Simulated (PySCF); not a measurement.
Two species compared at the same levels of theory.

First species: C7H10O2.
Z-matrix (Å and degrees, PBE0-D3(BJ)/def2-SVP geometry), rows numbered from 1:
```
C 
C   1  1.3293
C   2  1.5095  1  134.51
C   3  1.5387  2   87.88  1  -154.89
C   4  1.4966  3  118.01  2  -134.42
O   5  1.2036  4  125.71  3     8.81
O   5  1.3414  4  111.69  3  -174.07
C   2  1.5157  1  132.98  3  -168.11
C   8  1.5103  2  120.58  1    33.26
H   1  1.0935  2  121.26  3    -5.82
H   1  1.0937  2  121.23  3   173.96
H   3  1.1024  2  112.78  1    94.27
H   3  1.0998  2  118.00  1   -34.26
H   4  1.1001  3  113.10  2    95.13
H   7  0.9699  5  106.45  4  -176.78
H   8  1.1058  2  109.13  1   -96.11
H   9  1.1009  8  111.09  2   -70.55
H   9  1.1009  8  110.76  2    49.37
H   9  1.1008  8  110.66  2   169.57
```

Second species: Cu(PH3)Me, CH6CuP (singlet state).
SMILES: `[CH3][Cu]<-[PH3]`

Levels: CAM-B3LYP/def2-SVPD for dipole moment, HOMO energy, LUMO energy, HOMO–LUMO gap, static isotropic polarisability and electronic spatial extent ⟨r²⟩ about the centre of nuclear charge; TDDFT CAM-B3LYP/def2-SVPD for lowest singlet excitation; PBE0-D3(BJ)/def2-SVP for rotational constant A and rotational constant C. Geometries: PBE0-D3(BJ)/def2-SVP. Each structure is a single optimised conformer of the isolated species, non-relativistic unless stated. Electronic properties by PySCF.

The conformers computed, where there is a choice (atom-mapped SMILES and torsion angles):
- `[CH2:1]=[C:2]1[CH2:3][C@@H:4]([C:5](=[O:6])[OH:7])[C@@H:8]1[CH3:9]`: C3–C4–C5–O6 9°, H–O7–C5–C4 -177°

```
                                                         property    column X    column Y
                                                    dipole moment      1.74 D      5.66 D
                                                      HOMO energy    -8.60 eV    -7.12 eV
                                                      LUMO energy     0.89 eV     0.34 eV
                                                    HOMO–LUMO gap     9.49 eV     7.46 eV
                                        lowest singlet excitation     5.88 eV     4.39 eV
                                  static isotropic polarisability     89.1 au     68.5 au
electronic spatial extent ⟨r²⟩ about the centre of nuclear charge  1310 bohr²   566 bohr²
                                            rotational constant A   2.935 GHz  65.056 GHz
                                            rotational constant C   0.899 GHz   2.267 GHz
```

Which column belongs to which species?

Column X is the first species and column Y the second. The first has 19 atoms and 68 electrons, the second 9 and 56.

How does each property change from the first species to the second?

dipole moment +3.92 D; HOMO energy +1.48 eV; LUMO energy -0.55 eV; HOMO–LUMO gap -2.03 eV; lowest singlet excitation -1.49 eV; static isotropic polarisability -20.6 au; electronic spatial extent ⟨r²⟩ about the centre of nuclear charge -744 bohr²; rotational constant A +62.121 GHz; rotational constant C +1.368 GHz.

On the first: The polarisability is 13.20 Å³ as a volume (1 au = 0.148185 Å³), or 1.31 au for each of the 68 electrons. No computed singlet falls in the visible range (750 to 380 nm, 1.65 to 3.26 eV); S1 lies 2.62 eV above its blue end.

On the second: No computed singlet falls in the visible range (750 to 380 nm, 1.65 to 3.26 eV); S1 lies 1.13 eV above its blue end. The polarisability is 10.16 Å³ as a volume (1 au = 0.148185 Å³), or 1.22 au for each of the 56 electrons.
